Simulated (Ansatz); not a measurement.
Program: Ansatz. Geometries: PBE0-D4/def2-TZVP. ΔE: electronic, gas phase. CCSD(T)/CBS is the MP2 limit (def2-TZVPP, def2-QZVPP) plus CCSD(T) − MP2 in def2-TZVPP, frozen cores. This one scheme is used for every species. Functionals use def2-TZVPP. Elements past krypton have def2 core potentials. For In outer-core shells are correlated without core-valence functions, which leaves a few kJ/mol of doubt a bond.

`[F][In]([F])[Cl]` + H₂ → `[F][InH][F]` + HCl  (hydrogenolysis of the In–Cl bond)

CCSD(T)/CBS gives +68.4 kJ/mol.

(1) Another level gave +66.2 kJ/mol. Which?
A. LDA (SPW92)/def2-TZVPP
B. r2SCAN0-D4/def2-TZVPP
C. PBE0/def2-TZVPP
D. MP2/def2-TZVPP

Largest T1 diagnostic among the species: 0.017.

Answers

(1) B. r2SCAN0-D4 66.2, PBE0 60.5, MP2/def2-TZVPP 70.4, LDA (SPW92) 47.9 kJ/mol.

Leaving LDA and LC-ωPBE aside and taking each functional with its dispersion term where it has one, the values, not all of them listed here, spread over 9.0 kJ/mol, from CAM-B3LYP-D4 to r2SCAN-D4. LDA lies −12.4 kJ/mol from PBE without D4. The D4 term adds +4.7 kJ/mol with B3LYP and +2.5 kJ/mol with PBE0; it sums over pairs of atoms, weighted by their polarisabilities, and B3LYP, whose exchange is more repulsive, gets the larger term.

B3LYP here is the variant with VWN-RPA as its local correlation; programs differ in this.
